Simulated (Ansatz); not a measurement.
Stepwise reaction of `[NH]=[Nb]([OH])([Cl])[Cl]` with water, as a gas-phase model of exchange steps in deposition or etching. ΔE in kJ/mol; ΔG adds harmonic PBE0-D4 terms to CCSD(T)/CBS, at 1 bar.

Isolated molecules relaxed with PBE0-D4/def2-TZVP in Ansatz; ΔE leaves out vibrations. CCSD(T)/CBS is the MP2 limit (def2-TZVPP, def2-QZVPP) plus CCSD(T) − MP2 in def2-TZVPP, frozen cores. This one scheme is used for every species. Functionals use def2-TZVPP. B3LYP here is the variant with VWN-RPA as its local correlation; programs differ in this. def2 core potentials past Kr. For Nb outer-core shells are correlated without core-valence functions, which leaves a few kJ/mol of doubt a bond. Each species was taken in one conformer, which may not be the lowest.

```json
{"step": "1", "reaction": "`[NH]=[Nb]([OH])([Cl])[Cl]` + H₂O → `[NH]=[Nb]([OH])([OH])[Cl]` + HCl", "PBE-D4": "60.7", "B3LYP-D4": "59.5", "ωB97M-V": "57.9", "CCSD(T)/CBS": "65.9", "ΔG(600 K)": "52.5"}
{"step": "2", "reaction": "`[NH]=[Nb]([OH])([OH])[Cl]` + H₂O → `[NH]=[Nb]([OH])([OH])[OH]` + HCl", "PBE-D4": "32.8", "B3LYP-D4": "31.2", "ωB97M-V": "30.8", "CCSD(T)/CBS": "37.4", "ΔG(600 K)": "30.9"}
```

Question: By hand: ΔE of the 2 steps together at CCSD(T)/CBS.

Answer: (65.9) + (37.4) = 103.3 kJ/mol, or 51.7 kJ/mol a step.

In ΔE each step is lower than the one before. All are uphill at CCSD(T)/CBS. ΔG lies between 30.9 and 52.5 kJ/mol a step. PBE-D4 differs from CCSD(T)/CBS by -5.2 to -4.6 kJ/mol a step. Only this route is followed, and other bonds may react first. Isolated molecules leave out the surface, adducts and barriers. Largest T1 diagnostic: 0.021.
